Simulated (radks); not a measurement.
Question: Radial electron density D(r) = 4 pi r^2 rho(r) of an atom or ion with 36 electrons. Method: scalar-relativistic Kohn-Sham, PBE, spin-polarised, spherical densities, finite nucleus; Fermi nuclear charge, rms radius of each element as measured or else 0.836 A^(1/3) + 0.57 fm; computed with a radial shooting solver on a logarithmic mesh with Libxc functionals.

```
   r/bohr * D(r) (the largest magnitude, 57.2, reaches the edge; | marks zero)
 0.001759 | *
 0.002032 | *
 0.002347 |  *
  0.00271 |  *
  0.00313 |   *
 0.003615 |    *
 0.004141 |      *
 0.004783 |        *
 0.005524 |          *
 0.006379 |            *
 0.007367 |               *
 0.008508 |                  *
 0.009826 |                      *
  0.01135 |                          *
  0.01311 |                               *
  0.01514 |                                   *
  0.01748 |                                       *
  0.02019 |                                          *
  0.02331 |                                            *
  0.02692 |                                             *
  0.03109 |                                            *
  0.03591 |                                           *
  0.04114 |                                        *
  0.04751 |                                      *
  0.05487 |                                     *
  0.06337 |                                      *
  0.07319 |                                         *
  0.08452 |                                             *
  0.09761 |                                                  *
   0.1127 |                                                      *
   0.1302 |                                                      *
   0.1504 |                                                  *
   0.1736 |                                            *
   0.2005 |                                     *
   0.2316 |                                *
   0.2675 |                               *
   0.3089 |                                  *
   0.3567 |                                      *
   0.4087 |                                       *
    0.472 |                                    *
   0.5451 |                             *
   0.6296 |                    *
   0.7271 |             *
   0.8397 |         *
   0.9697 |       *
     1.12 |      *
    1.293 |      *
    1.494 |     *
    1.725 |   *
    1.992 |  *
    2.301 | *
    2.657 |*
    3.069 *
    3.544 *
     4.06 *
    4.689 *
    5.416 *
```

What is the nuclear charge?

Answer: Z = 38. The innermost maximum, from 1s, lies near gamma/Z bohr with gamma = sqrt(1 - (Z/c)^2) = 0.961, here 0.0253 bohr (found: 0.0276), and its height grows with Z. The density is that of the strontium ion Sr2+ in [Kr] 5s(up 0, down 0); the configuration itself is not fixed sharply by these data, and Z only to a few units. D(r) has 3 maxima, at r = 0.0276, 0.122, 0.396 bohr, and minima at 0.0562, 0.253 bohr, inside which lie 2.05, 11.04 electrons.
